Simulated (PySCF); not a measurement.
Species: C₄H₇ClO₂S.
Numbering: `[O:1]=[S:2](=[O:3])([Cl:4])[CH:5]1[CH2:6][CH2:7][CH2:8]1`

Geometry (GFN2-xTB, Å), atoms numbered from 1 in this order:
```
atom  x, y, z in Å
O1     1.3067   -0.9194    1.4892
S2     1.6899   -0.4777    0.1887
O3     2.4128   -1.3751   -0.6531
Cl4    2.8762    1.1585    0.4599
C5     0.2962    0.2457   -0.7014
C6    -0.4876    1.1267    0.2560
C7    -1.4417   -0.0519    0.5175
C8    -0.8137   -0.7991   -0.6718
H9     0.6883    0.6253   -1.6381
H10    0.0831    1.4809    1.1119
H11   -0.9635    1.9743   -0.2337
H12   -1.2464   -0.5420    1.4672
H13   -2.5025    0.1685    0.4306
H14   -0.4707   -1.8135   -0.4769
H15   -1.4314   -0.7933   -1.5680
```

NICS = −σ at a ghost point: NICS(0) at the centroid of the ring atoms, NICS(1) 1 Å to either side along the normal of their mean plane, zz for the tensor component along that normal. Level: GIAO PBE0/pcSseg-1 (PySCF, non-relativistic, gas phase) on the GFN2-xTB geometry, one conformer.

Ring bond lengths (Å), with Mayer bond orders in brackets: C5–C6 1.519 (0.96), C6–C7 1.539 (1.03), C7–C8 1.538 (1.03), C8–C5 1.525 (0.96).

**Question.** What do the NICS probes read (ppm)?

**Answer.** 
```tsv
ring	type	NICS(0)	NICS(1), two faces	NICS(1)zz, two faces	rms pucker (Å)	centre to ring atoms, mean (Å)
C5–C6–C7–C8	4-membered carbocycle; formal bonds all single	1.0	-0.6 / -0.6	2.2 / -0.1	0.08	1.08
```

**Question.** What can be read from them?

**Answer.** 
- C5–C6–C7–C8: mean NICS(1)zz 1.1 ppm, near zero. C5, C6, C7, C8 have four or more neighbours; no verdict on aromaticity is drawn.
